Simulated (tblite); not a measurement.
Here is a computed GFN2-xTB geometry (Å):
```
atom  x, y, z in Å
O1    -2.2689    2.2372    0.0346
C2    -1.6007    1.2215    0.0275
C3    -2.2213   -0.1211    0.0583
C4    -1.4909   -1.2380    0.0518
C5    -0.0191   -1.1905    0.0113
O6     0.6696   -2.1951    0.0037
C7     0.6183    0.1349   -0.0198
Si8    2.5126    0.0166   -0.0685
C9    -0.1283    1.2461   -0.0116
H10   -3.3021   -0.1400    0.0881
H11   -1.9389   -2.2222    0.0765
H12    3.0056    1.3952   -0.0972
H13    2.8864   -0.6952   -1.2859
H14    2.9500   -0.6701    1.1421
H15    0.3235    2.2288   -0.0328
```

Neutral, closed shell.

Task: Which heavy atoms are bonded, and with what formal order?

Result: O1–C2 1.22 Å (double); C2–C3 1.48 Å (single); C3–C4 1.33 Å (double); C4–C5 1.47 Å (single); C5–O6 1.22 Å (double); C5–C7 1.47 Å (single); C7–Si8 1.90 Å (single); C7–C9 1.34 Å (double); C2–C9 1.47 Å (single). Bonds to hydrogen (Å): C3–H10 1.08; C4–H11 1.08; Si8–H12 1.46; Si8–H13 1.46; Si8–H14 1.46; C9–H15 1.08.

Task: Write the SMILES.

Result: `O=C1C=CC(=O)C([SiH3])=C1`, C6H6O2Si. Among its features: ketone, C=C double bond, Si–H bond and C–Si bond.

Task: Name the point group.

Result: Cs (every atom within 0.08 Å of its image).

Task: Which rings does it hold (smallest set)?

Result: C2–C3–C4–C5–C7–C9 (6 members, 0.00 Å rms from planarity).

Task: Describe the place of each heavy atom.

Result: O1: ketone oxygen; C2: ketone carbonyl carbon; C3: alkene CH carbon; C4: alkene CH carbon; C5: ketone carbonyl carbon; O6: ketone oxygen; C7: fully substituted alkene carbon; Si8: SiH3 silicon; C9: alkene CH carbon.

Task: What is the arrangement about Si8?

Result: It has 4 neighbours (C7, H12, H13, H14) and is tetrahedral (angles from 106.1° to 112.7°).

Task: What is the arrangement about C5?

Result: It has 3 neighbours (C4, O6, C7) and is planar (angles 122.6°, 119.9° and 117.6°, sum 360.0°, 0.00 Å off the plane of its three neighbours).
